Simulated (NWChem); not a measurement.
diarsenic (As$_{2}$); SMILES [As]#[As]

```xyz
2

As     0.0000     0.0000     1.0593
As     0.0000     0.0000    -1.0593
```
Atoms are numbered in this order, from 1.

Program: NWChem. Pople sets run with spherical d functions. STO-3G and 3-21G are far too small for this property and stand as cheap habits. Geometry: optimised at B3LYP/6-31G* (spherical d). Vertical excitations in the gas phase; the lowest state need not have the same character in each row.

```csv
level,basis functions,"lowest excitation, singlet (eV)",oscillator strength of that lowest state,orbital gap (eV),relative time
"PBE0/3-21G, TDA",44,3.14,0.000,4.90,1
"PBE0/6-31G*, TDA",64,2.91,0.000,4.68,5
"PBE0/def2-SVP, TDA",64,2.94,0.000,4.73,3
"PBE0/def2-SVPD, TDA",76,2.92,0.000,4.69,5
"PBE0/def2-TZVP, TDA",96,2.92,0.000,4.70,8
"PBE0/aug-cc-pVDZ, TDA",72,2.92,0.000,4.67,50
"PBE0/def2-TZVPD, TDA",108,2.91,0.000,4.67,10
```

Relative times are rough (shared machine, one core).
